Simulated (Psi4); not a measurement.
Internal rotation in SMILES N[SiH2][SiH2]Br. Scanned: dihedral N1–Si2–Si3–Br4; all other coordinates were relaxed at B3LYP-D3(BJ)/def2-SVP. Points at φ and −φ are mirror images.

Geometry of the scan point at 150° (Å):
```
10

N     -1.5581     0.7354     0.0029
Si    -0.6107    -0.6307    -0.5086
Si     1.6281    -0.0914    -0.0228
Br     2.7666    -1.9903     0.4222
H     -2.5024     0.8579    -0.3521
H     -1.4954     1.0580     0.9642
H     -0.8097    -0.7939    -1.9777
H     -0.9134    -1.9478     0.1405
H      2.3222     0.6083    -1.1408
H      1.7134     0.7717     1.1923
```

Computed with DF-MP2 (frozen core)/cc-pVTZ // B3LYP-D3(BJ)/def2-SVP run with Psi4.

Scanned values (°): -150, -120, -90, -60, -30, 0, 30, 60, 90, 120, 150, 180.

**Question.** At which scan points does the profile have its minima and maxima, and how high do they lie?

**Answer.** Lower than their neighbours: -60° (0.0 kJ/mol), 60° (0.0 kJ/mol), 180° (2.8 kJ/mol). Higher than their neighbours: -120° (6.5 kJ/mol), 0° (4.1 kJ/mol), 120° (6.5 kJ/mol). The whole profile spans 6.5 kJ/mol.
